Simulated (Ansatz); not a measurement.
Si₂₀H₂₈, a nanocrystal cut from cubic silicon was relaxed with PBE-D4 (def2-SVP) in Ansatz in these states: charge -1 doublet, neutral singlet. The geometries follow in no particular order.

Single mean-field runs in def2-SVP are fitted with def2-universal-jkfit.

A:

Cartesian coordinates in Å:
```
Si 2.577 -1.198 3.511
Si 0.311 4.374 0.701
Si 0.179 2.345 -3.147
Si 1.723 -3.194 0.308
Si 0.807 -1.321 -2.908
Si 0.966 0.564 0.385
Si -1.126 -0.422 3.303
Si -2.421 1.827 -0.389
Si -1.841 -1.828 -0.174
Si -2.703 -0.011 -3.585
Si 1.591 2.554 1.471
Si 2.419 -1.115 1.164
Si 0.479 -1.807 4.380
Si 1.390 0.737 -1.920
Si -1.993 3.875 0.690
Si -2.121 2.101 -2.723
Si 2.082 -3.090 -2.018
Si -0.569 -3.649 0.597
Si -1.479 -1.709 -2.499
Si -1.278 0.155 0.948
H 3.669 -2.172 3.909
H 2.996 0.159 4.035
H 0.586 5.597 1.553
H 0.758 4.723 -0.698
H 0.470 2.106 -4.615
H 0.656 3.746 -2.844
H 2.560 -4.318 0.887
H 1.040 -1.247 -4.404
H -0.937 0.914 4.000
H -2.498 -0.908 3.737
H -3.908 1.577 -0.206
H -3.306 -2.158 0.040
H -2.442 -0.105 -5.075
H -4.185 -0.260 -3.395
H 3.063 2.858 1.292
H 1.351 2.397 2.955
H 3.801 -0.852 0.591
H 0.567 -1.776 5.901
H 0.275 -3.258 4.008
H 2.875 0.969 -2.126
H -2.723 5.050 0.072
H -2.433 3.810 2.137
H -2.866 3.161 -3.531
H 3.551 -2.873 -2.313
H 1.688 -4.392 -2.685
H -0.877 -4.888 -0.224
H -0.876 -4.004 2.031
H -1.848 -3.042 -3.126
```

B:

```xyz
48

Si    2.4946   -1.0585    3.4021
Si    1.6721   -3.1247   -2.6330
Si   -2.4183   -1.5470   -2.5475
Si   -0.9894    0.7093    3.5848
Si   -3.3713    0.3357    0.6056
Si    0.0938   -1.2321    0.4227
Si    3.2401    0.8599    0.0543
Si    0.7700    0.6802   -2.8210
Si   -0.2649    2.5995    0.3307
Si   -2.6790    2.2687   -2.6609
Si    1.4780   -2.9953   -0.2890
Si    0.2279   -1.1321    2.7711
Si    3.6574    0.7118    2.3679
Si   -2.1504   -1.5060   -0.2105
Si    2.1506   -1.0447   -3.6334
Si   -1.4770    0.4072   -3.4621
Si   -3.2403    0.4108    2.9555
Si   -0.2177    2.7403    2.6786
Si   -2.5146    2.3290   -0.3127
Si    0.9507    0.7593   -0.4749
H     2.6053   -0.9141    4.9009
H     3.1510   -2.3598    3.0125
H     2.7709   -4.0992   -2.9848
H     0.3830   -3.6589   -3.2016
H    -3.8946   -1.5654   -2.8658
H    -1.7949   -2.7782   -3.1532
H    -0.8829    0.7555    5.0921
H    -4.8139    0.1920    0.1744
H     3.9210   -0.2996   -0.6305
H     3.8326    2.1334   -0.4983
H     1.2600    1.9969   -3.3820
H     0.2845    3.8632   -0.2904
H    -4.1277    2.1711   -3.0746
H    -2.1016    3.5345   -3.2463
H     0.9582   -4.3015    0.2606
H     2.8510   -2.7648    0.2932
H    -0.3918   -2.3901    3.3384
H     5.1384    0.5189    2.5915
H     3.2581    2.0100    3.0206
H    -2.6861   -2.7759    0.4099
H     1.9914   -1.1673   -5.1297
H     3.5893   -0.6919   -3.3481
H    -1.5661    0.3532   -4.9703
H    -3.7621   -0.8802    3.5379
H    -4.0841    1.5460    3.4834
H    -1.1475    3.8471    3.1164
H     1.1644    3.0641    3.1848
H    -3.3183    3.4896    0.2304
```

Question: Judge from the bond lengths which geometry belongs to which state (an estimate).

Answer: A is the charge -1 doublet (Si7–Si20 2.430 Å, Si8–Si20 2.427 Å, Si7–Si13 2.378 Å); B is the neutral singlet (Si7–Si20 2.352 Å, Si8–Si20 2.354 Å, Si7–Si13 2.356 Å).
